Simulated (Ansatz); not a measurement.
bismuth atom (Bi), quartet (core potentials on Bi).

The Ansatz (an electronic-structure program) input:
Ansatz 0.2 input:
```yaml
crystal:
  periodic: [false, false, false]
  atoms:
    - {symbol: Bi, position_ang: [0.00000000, 0.00000000, 0.00000000]}
basis:
  gaussian:
    orbitals: def2-TZVP
hamiltonian:
  xc: {name: BHLYP}
magnetization: {spin_polarized: true, initial_magnetization: 3}
accuracy: high
```

What does this run give for the total energy, <S^2>?


The total energy is -214.5021 Eh and the <S^2> is 3.752.
